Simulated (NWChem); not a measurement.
# C2HClF4; SMILES FC(F)C(F)(Cl)F

```xyz
8

F      1.4697     1.1384     0.2505
C      0.3371     0.9863    -0.4427
F     -0.4492     2.0509    -0.2332
C     -0.4057    -0.2618     0.0557
F     -0.6964    -0.1403     1.3446
F     -1.5439    -0.3797    -0.6258
Cl     0.5851    -1.7032    -0.2029
H      0.5604     0.8931    -1.5192
```
Atoms are numbered in this order, from 1.

Level: PBE0/def2-SVP (NWChem), optimised geometry, unscaled harmonic frequencies. 

```tsv
frequency (cm⁻¹)	IR intensity (km/mol)
72	0.6
185	1.4
244	3.6
325	1.3
357	2.1
442	0.5
467	4.0
576	17.4
660	12.5
859	93.6
1026	257.8
1180	54.2
1207	59.4
1239	317.5
1314	175.2
1399	28.0
1437	22.9
3119	20.0
```

The zero-point energy is 23.0 kcal/mol and the thermal correction to the enthalpy at 298.15 K (with zero-point energy) is 27.6 kcal/mol. The heat capacity Cv is 21.3 cal/(mol K), the entropy at 298.15 K and 1 atm (symmetry number 1) comes out as 82.1 cal/(mol K) and the dipole moment is 1.45 D.

Rigid rotor and harmonic oscillator; modes under 100 cm⁻¹ make the entropy uncertain.
